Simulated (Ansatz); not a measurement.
This geometry of C$_{2}$H$_{5}$BFN (10 atoms, charge 0, multiplicity 1) is a first-order saddle point.

These are results of Ansatz, RKS PBE0-D4/def2-SVP, not measurements.

```xyz
10
Properties=species:S:1:pos:R:3
B -1.627 0.004 0.481
C -0.301 -0.639 0.588
C 0.786 0.136 0.172
N 1.316 0.166 -1.028
F 1.393 1.009 0.963
H -1.730 1.129 0.022
H -2.628 -0.592 0.822
H -0.106 -1.639 0.989
H 0.903 -0.423 -1.740
H 2.076 0.799 -1.266
```

Question: Which two structures does it join? (They come from a converged band through this point; their orientation in space is the band's.)

Answer: No bond is made or broken. The dihedral H8–C2–C3–F5 goes from -180 to -1°.

Image 0:

```xyz
10
Properties=species:S:1:pos:R:3
B -1.664 0.270 0.904
C -0.547 -0.413 0.159
C 0.601 0.223 -0.218
N 1.649 -0.291 -0.884
F 0.809 1.499 0.056
H -1.589 1.440 1.208
H -2.659 -0.351 1.208
H -0.596 -1.469 -0.127
H 1.641 -1.255 -1.182
H 2.437 0.295 -1.120
```

Image 10:

```xyz
10
Properties=species:S:1:pos:R:3
B -1.498 -0.298 0.561
C -0.280 -0.932 -0.040
C 0.840 -0.216 -0.374
N 1.054 1.099 -0.263
F 1.896 -0.830 -0.889
H -1.532 0.903 0.780
H -2.478 -0.945 0.849
H -0.198 -2.002 -0.249
H 0.328 1.678 0.135
H 1.951 1.492 -0.507
```

Question: How far does it lie above each of them?

Answer: 1.18 eV above the first and 1.26 eV above the second. This is the barrier of this one path; another mechanism may lie lower.

Time of the run: 2.3 min on 2 threads of Intel(R) Xeon(R) Platinum 8488C (Sapphire Rapids) (shared host), peak memory 0.2 GiB.
